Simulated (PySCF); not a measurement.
## MO2- across group 15

Level: PBE0, basis family def2-TZVPD, scalar-relativistic core potentials from Rb on and no relativity for lighter atoms.

Each entry is the lowest minimum that a search over a few typed start shapes (and spin states, where more than one is plausible) found, or that minimum re-optimised at the stated level; isomers with ligand–ligand bonds, or fragments after loss of a ligand pair, can lie lower. Open shells are unrestricted; no spin–orbit coupling; PySCF with density fitting.

```
molecule  2S+1  point group  mean bond to the central atom (Å)  highest ω (cm⁻¹)  polar-tensor charge of the central atom  gap (eV)  lowest ω (cm⁻¹)
    NO₂⁻     1          C2v                              1.245              1389                                     0.70      5.53              818
    PO₂⁻     1          C2v                              1.500              1240                                     0.76      5.64              461
   AsO₂⁻     1          C2v                              1.657               920                                     0.81      4.90              352
   SbO₂⁻     1          C2v                              1.846               800                                     0.79      4.13              273
   BiO₂⁻     ?            ?                                  ?                 ?                                        ?         ?                ?
```

**Question.** Fill in the row of BiO₂⁻.

**Answer.** 2S+1: 1; point group: C2v; mean bond to the central atom (Å): 1.946; highest ω (cm⁻¹): 723; polar-tensor charge of the central atom: 0.84; gap (eV): 3.82; lowest ω (cm⁻¹): 239.

The bond lengthens at every step; the largest change, 0.255 Å, falls between NO₂⁻ and PO₂⁻ among the members listed.

Spin–orbit coupling can matter for BiO₂⁻.

Left out of the table are members whose search was unfinished or whose lowest solution was spin-contaminated, unstable, very soft or bonded differently.
